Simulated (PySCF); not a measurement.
CH2I, multiplicity 2. Atoms are numbered in the order given.

```xyz
4

C      0.0000     0.0000    -1.7605
I      0.0000     0.0000     0.2850
H      0.0000    -0.9482    -2.2710
H      0.0000     0.9482    -2.2710
```
Charge 0, spin multiplicity 2.

The structure is a stationary point at B3LYP-D3(BJ)/def2-TZVP. The isomer is the one that the SMILES or the coordinates give; other isomers of the formula were not compared. The def2 effective core potentials stand for the cores of I; spin–orbit coupling is left out.

Calculation: CAM-B3LYP/def2-TZVPD (PySCF).

Mulliken values depend strongly on the basis, most of all with diffuse functions as here. ESP charges are fitted to the potential on shells at 1.4 to 2.0 van der Waals radii. Atomic charges (e):

```json
[
 {"atom": "C1", "Mulliken": "-0.65", "ESP fit": "?", "Mulliken spin": "0.95"},
 {"atom": "I2", "Mulliken": "0.11", "ESP fit": "?", "Mulliken spin": "0.09"},
 {"atom": "H3", "Mulliken": "0.27", "ESP fit": "?", "Mulliken spin": "-0.02"},
 {"atom": "H4", "Mulliken": "0.27", "ESP fit": "?", "Mulliken spin": "-0.02"}
]
```

Problem. Complete the blanks. (The exact figures need the calculation; the answer reports its results.)

Solution. 
- C1, ESP fit: -0.55
- I2, ESP fit: 0.04
- H3, ESP fit: 0.25
- H4, ESP fit: 0.25
